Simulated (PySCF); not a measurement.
GeH5O4, SMILES [OH2+][Ge]([OH])([OH])[OH], charge +1. Geometry optimised at B3LYP-D3(BJ)/def2-SVP. The isomer is the one that the SMILES or the coordinates give; other isomers of the formula were not compared. Other conformers were not sampled.

Problem. Give the equilibrium geometry at B3LYP-D3(BJ)/def2-SVP (PySCF confirms it by a frequency run) as a Z-matrix. (The exact figures need the calculation; the answer reports its results.)

Solution. This is not unique; one that fits is 
```
Ge
O 1 1.7239
H 2 0.9717 1 117.52
O 1 1.7256 2 113.89 3 -164.98
H 4 0.9721 1 116.53 2 13.78
O 1 1.7317 2 121.00 3 -12.64
H 6 0.9713 1 117.62 2 -112.10
O 1 1.9759 2 103.82 3 86.97
H 8 0.9754 1 122.09 2 84.26
H 8 0.9769 9 110.41 1 -142.60
```
Charge +1, spin multiplicity 1.
